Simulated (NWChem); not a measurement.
Program: NWChem. System: C$_{2}$H$_{2}$F$_{2}$OSi, charge 0, spin multiplicity 1, at a geometry optimised with PBE0/def2-SVP. The structure started from a generated list of species. Level: RHF/def2-SVP.

The NWChem input:

```
start mol
memory heap 200 mb stack 800 mb global 1000 mb
geometry units angstroms nocenter noautoz noautosym
  F      2.093883    -0.313569     0.951563
  C      0.987326     0.080848     0.349725
  C      0.756379     1.170254    -0.410475
  O     -0.581710     1.170278    -0.785596
  Si    -0.829783    -0.205598     0.210389
  F     -1.407738    -1.467216    -0.606518
  H      1.384261     2.003338    -0.741514
  H     -1.751156     0.033268     1.339931
end
basis spherical
  * library def2-svp
end
scf
  rhf
  nopen 0
  maxiter 100
  thresh 1e-7
  semidirect memsize 60000000 filesize 0
end
task scf energy
```

NWChem printed:

```
             Northwest Computational Chemistry Package (NWChem) 7.3.0
             --------------------------------------------------------

                                NWChem Input Module
                                -------------------

 Scaling coordinates for geometry "geometry" by  1.889725989
 (inverse scale =  0.529177249)

                             Geometry "geometry" -> ""
                             -------------------------

 Output coordinates in angstroms (scale by  1.889725989 to convert to a.u.)

  No.       Tag          Charge          X              Y              Z
 ---- ---------------- ---------- -------------- -------------- --------------
    1 F                    9.0000     2.09388300    -0.31356900     0.95156300
    2 C                    6.0000     0.98732600     0.08084800     0.34972500
    3 C                    6.0000     0.75637900     1.17025400    -0.41047500
    4 O                    8.0000    -0.58171000     1.17027800    -0.78559600
    5 Si                  14.0000    -0.82978300    -0.20559800     0.21038900
    6 F                    9.0000    -1.40773800    -1.46721600    -0.60651800
    7 H                    1.0000     1.38426100     2.00333800    -0.74151400
    8 H                    1.0000    -1.75115600     0.03326800     1.33993100

 Effective nuclear repulsion energy (a.u.)     296.0579719801

            Nuclear Dipole moment (a.u.)
            ----------------------------
        X                 Y               Z
 ---------------- ---------------- ----------------
    -0.0000037795     0.0000094486    -0.0000000000


 Summary of "ao basis" -> "" (spherical)
 ------------------------------------------------------------------------------
       Tag                 Description            Shells   Functions and Types
 ---------------- ------------------------------  ------  ---------------------
 *                          def2-svp                  on all atoms

 Summary of "ao basis" -> "ao basis" (spherical)
 ------------------------------------------------------------------------------
       Tag                 Description            Shells   Functions and Types
 ---------------- ------------------------------  ------  ---------------------
 F                          def2-svp                 6       14   3s2p1d
 C                          def2-svp                 6       14   3s2p1d
 O                          def2-svp                 6       14   3s2p1d
 Si                         def2-svp                 8       18   4s3p1d
 H                          def2-svp                 3        5   2s1p

                                 NWChem SCF Module
                                 -----------------

  ao basis        = "ao basis"
  functions       =    98
  atoms           =     8
  closed shells   =    27
  open shells     =     0
  charge          =   0.00
  wavefunction    = RHF
  use symmetry    = F
  symmetry adapt  = F

 Summary of "ao basis" -> "ao basis" (spherical)
 ------------------------------------------------------------------------------
       Tag                 Description            Shells   Functions and Types
 ---------------- ------------------------------  ------  ---------------------
 F                          def2-svp                 6       14   3s2p1d
 C                          def2-svp                 6       14   3s2p1d
 O                          def2-svp                 6       14   3s2p1d
 Si                         def2-svp                 8       18   4s3p1d
 H                          def2-svp                 3        5   2s1p

 Forming initial guess at       0.1s

      Superposition of Atomic Density Guess
      -------------------------------------

 Sum of atomic energies:        -638.26290002

      Non-variational initial energy
      ------------------------------

 Total energy =    -640.632523
 1-e energy   =   -1472.889731
 2-e energy   =     536.199235
 HOMO         =      -0.254172
 LUMO         =       0.030812

 Starting SCF solution at       1.4s

 ----------------------------------------------
         Quadratically convergent ROHF

 Convergence threshold     :          1.000E-07
 Maximum no. of iterations :          100
 Final Fock-matrix accuracy:          1.000E-09
 ----------------------------------------------

              iter       energy          gnorm     gmax       time
             ----- ------------------- --------- --------- --------
                 1     -639.1163611582  1.31D+00  1.75D-01      1.5
                 2     -639.2064057905  3.90D-01  5.34D-02      1.7
                 3     -639.2195674708  2.95D-02  4.59D-03      2.0
                 4     -639.2196574905  3.91D-04  1.11D-04      2.4
                 5     -639.2196575141  8.07D-08  2.42D-08      3.2

       Final RHF  results
       ------------------

         Total SCF energy =   -639.219657514100
      One-electron energy =  -1474.523464163627
      Two-electron energy =    539.245834669434
 Nuclear repulsion energy =    296.057971980093

        Time for solution =      1.9s

             Final eigenvalues
             -----------------

              1
    1  -68.8636
    2  -26.3183
    3  -26.3011
    4  -20.5822
    5  -11.3393
    6  -11.3216
    7   -6.2230
    8   -4.3356
    9   -4.3337
   10   -4.3329
   11   -1.6214
   12   -1.5789
   13   -1.3957
   14   -1.0336
   15   -0.8464
   16   -0.7940
   17   -0.7478
   18   -0.7280
   19   -0.7150
   20   -0.6889
   21   -0.6812
   22   -0.6424
   23   -0.6132
   24   -0.5728
   25   -0.5518
   26   -0.4820
   27   -0.3715
   28    0.1199
   29    0.1380
   30    0.1917
   31    0.2138
   32    0.2340
   33    0.2664
   34    0.2961
   35    0.3502
   36    0.4232
   37    0.4955

                       ROHF Final Molecular Orbital Analysis
                       -------------------------------------

 Vector   25  Occ=2.000000D+00  E=-5.517682D-01
              MO Center= -4.5D-01,  7.5D-01, -3.3D-01, r^2= 2.4D+00
   Bfn.  Coefficient  Atom+Function         Bfn.  Coefficient  Atom+Function
  ----- ------------  ---------------      ----- ------------  ---------------
    47      0.366171  4 O  py                48     -0.329950  4 O  pz
    50      0.269719  4 O  py                51     -0.246939  4 O  pz
    66      0.172417  5 Si pz                94      0.154616  8 H  s
    16      0.152516  2 C  s

 Vector   26  Occ=2.000000D+00  E=-4.820487D-01
              MO Center=  1.5D-01,  6.2D-02,  4.4D-01, r^2= 3.0D+00
   Bfn.  Coefficient  Atom+Function         Bfn.  Coefficient  Atom+Function
  ----- ------------  ---------------      ----- ------------  ---------------
    17      0.272082  2 C  s                 64      0.253720  5 Si px
    19     -0.249025  2 C  py                18     -0.242838  2 C  px
    94     -0.238346  8 H  s                 33      0.213022  3 C  py
    21     -0.177597  2 C  px                 4     -0.168390  1 F  px
    95     -0.167298  8 H  s                  5     -0.155358  1 F  py

 Vector   27  Occ=2.000000D+00  E=-3.714691D-01
              MO Center=  6.4D-01,  5.7D-01, -7.6D-02, r^2= 2.1D+00
   Bfn.  Coefficient  Atom+Function         Bfn.  Coefficient  Atom+Function
  ----- ------------  ---------------      ----- ------------  ---------------
    20      0.314909  2 C  pz                34      0.265191  3 C  pz
    48     -0.253368  4 O  pz                23      0.251339  2 C  pz
    51     -0.244654  4 O  pz                19      0.222878  2 C  py
    37      0.196766  3 C  pz                47     -0.179175  4 O  py
    22      0.171213  2 C  py                50     -0.169565  4 O  py

 Vector   28  Occ=0.000000D+00  E= 1.199297D-01
              MO Center=  2.7D-01,  4.7D-01, -5.7D-03, r^2= 3.4D+00
   Bfn.  Coefficient  Atom+Function         Bfn.  Coefficient  Atom+Function
  ----- ------------  ---------------      ----- ------------  ---------------
    37      0.554536  3 C  pz                69     -0.543766  5 Si pz
    68     -0.401387  5 Si py                95      0.401942  8 H  s
    23     -0.327991  2 C  pz                34      0.310248  3 C  pz
    36      0.311336  3 C  py                22     -0.280998  2 C  py
    77     -0.269627  6 F  s                 60     -0.239888  5 Si s

 Vector   29  Occ=0.000000D+00  E= 1.380276D-01
              MO Center= -5.6D-01, -5.4D-01,  5.7D-01, r^2= 3.6D+00
   Bfn.  Coefficient  Atom+Function         Bfn.  Coefficient  Atom+Function
  ----- ------------  ---------------      ----- ------------  ---------------
    17      1.010636  2 C  s                 60     -0.818350  5 Si s
    68      0.750731  5 Si py                31     -0.650116  3 C  s
    69     -0.596587  5 Si pz                21     -0.515732  2 C  px
    67     -0.499137  5 Si px                45     -0.421114  4 O  s
    95      0.343566  8 H  s                 90      0.244726  7 H  s

 Vector   30  Occ=0.000000D+00  E= 1.917004D-01
              MO Center= -3.5D-01,  8.7D-01, -2.5D-01, r^2= 7.1D+00
   Bfn.  Coefficient  Atom+Function         Bfn.  Coefficient  Atom+Function
  ----- ------------  ---------------      ----- ------------  ---------------
    90      1.501034  7 H  s                 60     -1.085124  5 Si s
    95      1.018155  8 H  s                 67      0.841351  5 Si px
    31     -0.749952  3 C  s                 36     -0.584604  3 C  py
    17     -0.546795  2 C  s                 37      0.432662  3 C  pz
    35     -0.403532  3 C  px                77      0.378677  6 F  s

 center of mass
 --------------
 x =   0.01874551 y =  -0.06649669 z =  -0.00437669

 moments of inertia (a.u.)
 ------------------
         455.071583374677        -125.002224151051        -191.127492218617
        -125.002224151051         751.169003266981          41.294254299028
        -191.127492218617          41.294254299028         912.315263115548

  Mulliken analysis of the total density
  --------------------------------------

    Atom       Charge   Shell Charges
 -----------   ------   -------------------------------------------------------
    1 F    9     9.30   1.99  1.13  0.80  3.34  2.04  0.01
    2 C    6     6.08   1.99  0.86  0.35  1.97  0.83  0.08
    3 C    6     5.70   1.99  0.90  0.20  1.92  0.61  0.08
    4 O    8     8.64   1.99  1.06  0.79  2.84  1.95  0.02
    5 Si  14    12.77   2.00  1.99  0.86  0.06  5.94  1.07  0.38  0.46
    6 F    9     9.45   1.99  1.12  0.83  3.34  2.18  0.01
    7 H    1     0.91   0.74  0.14  0.03
    8 H    1     1.13   0.75  0.37  0.01

       Multipole analysis of the density wrt the origin
       ------------------------------------------------

     L   x y z        total         open         nuclear
     -   - - -        -----         ----         -------
     0   0 0 0     -0.000000      0.000000     54.000000

     1   1 0 0      0.026186      0.000000     -0.000004
     1   0 1 0      0.388097      0.000000      0.000009
     1   0 0 1      0.442535      0.000000     -0.000000

     2   2 0 0    -31.034968      0.000000    299.632141
     2   1 1 0      1.726665      0.000000     64.732660
     2   1 0 1     -3.437951      0.000000     84.507030
     2   0 2 0    -29.965034      0.000000    157.406380
     2   0 1 1     -0.832846      0.000000    -24.248713
     2   0 0 2    -30.317652      0.000000     75.374619

 Task  times  cpu:        3.2s     wall:        3.2s

 Total times  cpu:        3.3s     wall:        3.3s
```
